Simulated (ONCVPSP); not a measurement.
Transferability test, ONCV potential for tellurium (Te)

| Quantity | Value |
| --- | --- |
| Element | Te |
| Generator | ONCVPSP 4.0.1 |
| Type | optimised norm-conserving Vanderbilt (ONCV) |
| Functional | Wu-Cohen |
| Relativity | scalar-relativistic |
| Frozen core | [Ar] 3d10 |
| Valence charge | 24 |
| Reference configuration | 4s2 4p6 4d10 5s1.75 5p4.25 |
| Partial waves | 4s+5s: rc 1.40 bohr, ncon 3, nbas 6, qcut 7.7 1/bohr, 2 projectors; 4p+5p: rc 1.30 bohr, ncon 5, nbas 9, qcut 9.5 1/bohr, 2 projectors; 4d: rc 0.85 bohr, ncon 4, nbas 8, qcut 10.8 1/bohr, local |
| Local potential | the d channel |
| Core correction | Teter function fitted to the true core (icmod 2), fcfact 0.6 |

Energies are relative to the spin-unpolarised reference configuration 4s2 4p6 4d10 5s1.75 5p4.25; without spin polarisation the order of configurations can differ from experiment.

Task: Give the all-electron excitation energy and the error of the potential for: 4s2 4p6 4d10 5s2 5p4; 4s2 4p6 4d10 5s2 5p3; 4s2 4p6 4d10 5s2 5p2; 4s1 4p6 4d10 5s2 5p4.

Result:

| valence configuration | charge | ΔE all-electron (eV) | error AE − PS (meV) |
| --- | --- | --- | --- |
| 4s2 4p6 4d10 5s2 5p4 | 0 | -2.305 | 0.0 |
| 4s2 4p6 4d10 5s2 5p3 | +1 | 7.456 | -2.0 |
| 4s2 4p6 4d10 5s2 5p2 | +2 | 25.450 | -5.8 |
| 4s1 4p6 4d10 5s2 5p4 | +1 | 170.883 | -686 |

Levels in the configuration 4s2 4p6 4d10 5s2 5p3:

| level | all-electron (eV) | pseudo (eV) |
| --- | --- | --- |
| 4s | -173.287 | -173.272 |
| 4p | -123.349 | -123.345 |
| 4d | -50.627 | -50.626 |
| 5s | -23.534 | -23.532 |
| 5p | -13.733 | -13.732 |
